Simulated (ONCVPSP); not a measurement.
Before and after: ONCV potential for nitrogen

* Element: N (Z = 7)
* Generator: ONCVPSP 4.0.1
* Type: optimised norm-conserving Vanderbilt (ONCV)
* Functional: LDA (Perdew-Wang 92)
* Relativity: scalar-relativistic
* Frozen core: [He]
* Valence charge: 5
* Reference configuration: 2s1 2p4
* Partial waves: 2s: rc 1.10 bohr, ncon 4, nbas 8, qcut 6.6 1/bohr, 1 projector; 2p: rc 2.30 bohr, ncon 3, nbas 7, qcut 5.7 1/bohr, 2 projectors, debl 2.1 Ha
* Local potential: polynomial inside 0.80 bohr (lpopt 5, dvloc0 0 Ha)
* Core correction: Teter function, parameters optimised by the program

All-electron outer shells of the reference configuration (LDA (PZ), scalar-relativistic, ld1.x):

```json
{"shell": "1s", "level (eV)": "-382.23", "outermost node (bohr)": "–", "outermost maximum (bohr)": "0.15"}
{"shell": "2s", "level (eV)": "-18.87", "outermost node (bohr)": "0.32", "outermost maximum (bohr)": "1.02"}
{"shell": "2p", "level (eV)": "-7.64", "outermost node (bohr)": "–", "outermost maximum (bohr)": "0.97"}
```

Change: local potential polynomial inside 0.80 bohr (lpopt 5, dvloc0 9.5 Ha).

Cutoffs: the cutoffs (Ha) at which the residual kinetic energy of the hardest occupied pseudo-wave falls to 1 and 0.1 mHa per electron; they do not see the model core or the augmentation charge, which bear on the density cutoff. Errors are all-electron minus pseudo energies relative to the spin-unpolarised reference configuration.

What does the change do?

The potential gets neither clearly harder nor softer (23 Ha and 121 Ha → 23 Ha and 121 Ha); the errors of the 4 common tests hardly move; neither file shows a bound ghost.

```csv
quantity,base,changed
"cutoff, loose",23 Ha,23 Ha
"cutoff, tight",121 Ha,121 Ha
bound ghosts,none,none
GHOST(+) flags under 300 eV,none,none
"error for 2s2 2p3, meV [ΔE -11.20 eV]",-20,-20
"error for 2s2 2p2, meV [ΔE 2.53 eV]",+327,+327
"error for 2s2 2p1, meV [ΔE 31.50 eV]",+1551,+1548
"error for 2s1 2p0, meV [ΔE 156.14 eV]",+7102,+7102
s: phases at 1.12 bohr within 0.05 rad from the reference energy up to (Ha; the scan ends near 5),3.7,4.5
p: phases at 2.33 bohr within 0.05 rad from the reference energy up to (Ha; the scan ends near 5),4.1,3.9
"rms error of d²Exc/dni dnj with the model core, mHa",0.36,0.36
```
